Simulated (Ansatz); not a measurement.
Single points on the cluster Ru₂Br₆.

```yaml
crystal:
  periodic: [false, false, false]
  atoms:
    - {symbol: Ru, position_ang: [-1.226332, 0.963398, 0.607023]}
    - {symbol: Ru, position_ang: [-0.181565, -0.423901, -0.585215]}
    - {symbol: Br, position_ang: [-0.027351, 1.218019, 2.619945]}
    - {symbol: Br, position_ang: [-3.180336, 1.773081, -0.381375]}
    - {symbol: Br, position_ang: [3.874416, -0.713977, 0.821074]}
    - {symbol: Br, position_ang: [2.065169, 0.227783, -0.777203]}
    - {symbol: Br, position_ang: [-1.303288, -0.446992, -2.684299]}
    - {symbol: Br, position_ang: [-0.020713, -2.597411, 0.380051]}
basis:
  gaussian: {orbitals: def2-TZVP, initial_orbitals: start.molden}
hamiltonian: {xc: r2scan, dispersion: d4}
scf: {omitted_lower_state_checks: [starts]}
output: {orbitals: {seedname: orbitals}}
```

The file start.molden holds the orbitals of an earlier run on this structure, at another level or in another basis.

```sh
$ ansatz run in.yaml --threads 4 --pin off --events-out ev --progress --plain --max-ram 6963MiB
```

It prints (some lines left out):

```
Functional definition: r2SCAN
2964 factors; their error is unknown
mean field evaluation 1: about -425448.5337 eV, gradient 1.6e1 eV
mean field evaluation 2: about -425448.7571 eV, gradient 5.1e-1 eV
mean field evaluation 4: about -425448.6220 eV, gradient 1.7e-1 eV
mean field evaluation 8: about -425448.6220 eV, gradient 1.4e-5 eV
mean field -425448.62202677 eV, -15634.9484800502 hartree, gradient 1.4e-5 eV, S^2 0.000000; 0 other end points of the search recorded, 0 dependent functions left out
reference -425448.62204244 eV, -15634.9484806262 hartree; 121, 121 occupied and 247, 247 virtual orbitals, 2964 factors
Total energy: -425448.78148451 eV, -15634.9543400140 hartree
Checks for a lower state left out: starts
```

Hardware: 4 threads of Arm Neoverse V2 on a shared host. Wall time 34 s, peak host memory 1.1 GiB.

The first input with `hamiltonian: {xc: pbe, dispersion: d4}`, `output: {forces: true, orbitals: {seedname: orbitals}}` (abridged; 16 s):

```
Functional definition: PBE
mean field -425387.95816877 eV, -15632.7191243881 hartree, gradient 1.1e-5 eV, S^2 0.000000
Total energy: -425388.64535486 eV, -15632.7443780112 hartree
Atom 0 force    -0.043559     0.012659     0.013168 eV/Å
Atom 1 force     0.091587    -0.027583    -0.030569 eV/Å
Atom 2 force    -0.106864    -0.014026    -0.172404 eV/Å
Atom 3 force     0.188328    -0.069227     0.113408 eV/Å
Atom 4 force    -0.104452     0.067364    -0.106613 eV/Å
Atom 5 force    -0.074940    -0.123334     0.125450 eV/Å
Atom 6 force     0.081022    -0.009328     0.130156 eV/Å
Atom 7 force    -0.031121     0.163475    -0.072596 eV/Å
Dipole moment:    -0.321470     0.201075    -0.200569 e Å
Checks for a lower state left out: starts
```

As the first input, with `hamiltonian: {xc: pbe0, dispersion: d4}` (abridged; 67 s):

```
Functional definition: PBE0
mean field -425397.47420300 eV, -15633.0688321959 hartree, gradient 2.2e-5 eV, S^2 0.000000
Total energy: -425398.08810455 eV, -15633.0913926620 hartree
Checks for a lower state left out: starts
```

Geometry: PBE-D4/def2-SVP.

In the def2 sets Ru takes a core potential; there is no spin–orbit coupling. In the singlet, Br5 and Br6 lie 2.59 Å apart (atoms count from 1), so these atoms are partly bonded to each other. Another isomer (singlet) lies 2.25 eV lower at PBE0-D4/def2-TZVP; other spin states weren't run for this one.
